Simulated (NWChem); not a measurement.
Molecule: C3H4S2; SMILES C=C1SCS1

```xyz
9

C      0.0000     0.0000    -2.1745
C      0.0000     0.0000    -0.8417
S      0.0000     1.3447     0.3130
C      0.0000     0.0000     1.5487
S      0.0000    -1.3447     0.3130
H      0.0000     0.9382    -2.7332
H      0.0000    -0.9382    -2.7332
H      0.9021     0.0000     2.1773
H     -0.9021     0.0000     2.1773
```
Atoms are numbered in this order, from 1.

Level: PBE0/def2-SVP (NWChem), optimised geometry, unscaled harmonic frequencies. 

| frequency (cm⁻¹) | IR intensity (km/mol) |
|---|---|
| 126 | 3.7 |
| 311 | 0.0 |
| 476 | 0.3 |
| 478 | 7.3 |
| 622 | 12.2 |
| 629 | 0.0 |
| 738 | 3.6 |
| 771 | 1.0 |
| 778 | 2.2 |
| 810 | 55.0 |
| 877 | 4.1 |
| 1024 | 0.0 |
| 1092 | 11.0 |
| 1191 | 0.2 |
| 1381 | 0.2 |
| 1451 | 0.7 |
| 1702 | 151.6 |
| 3098 | 15.9 |
| 3176 | 0.6 |
| 3180 | 2.3 |
| 3285 | 0.1 |

```yaml
zero_point_energy: 38.9 kcal/mol
thermal correction to the enthalpy at 298.15 K (with zero-point energy): 42.7 kcal/mol
heat capacity Cv: 18.5 cal/(mol K)
entropy at 298.15 K and 1 atm (symmetry number 2): 72.9 cal/(mol K)
dipole_moment: 1.14 D
```

Rigid rotor and harmonic oscillator.
